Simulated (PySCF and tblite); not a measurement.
Values are calculated unless marked as measured or tabulated.
System: C₈H₁₄Si, numbered as in [CH3:1][Si:2]([CH3:3])([CH3:4])[CH:5]1[CH:6]=[CH:7][CH:8]=[CH:9]1.

Motion: shift of Si2 from C5 to C9. GFN2-xTB gives an electronic barrier of 11.0 kcal/mol.

DFT energies on a tight-binding saddle of a bond shift can be off by several kcal/mol.

PBE0/pcSseg-1 + D3(BJ) on GFN2-xTB geometries gives 14.3 kcal/mol and k(298 K) = 116 s⁻¹.

Problem. What does BLYP/pcSseg-1 + D3(BJ) give on GFN2-xTB geometries?

Solution. A barrier of 16.1 kcal/mol, 1.8 above the first DFT barrier (from unrounded values) and, with GFN2-xTB thermal terms, ΔG‡(298 K) = 16.9 kcal/mol and k = 5.2 s⁻¹ (2 equivalent paths).

Problem. At the first level the ¹³C lines of C5 / C6, C9 / C7, C8 span 2114 Hz and merge at 350 K (100 MHz). What does the second level predict?

Solution. A span of 1991 Hz and merging at 392 K.

Programs: tblite and PySCF.
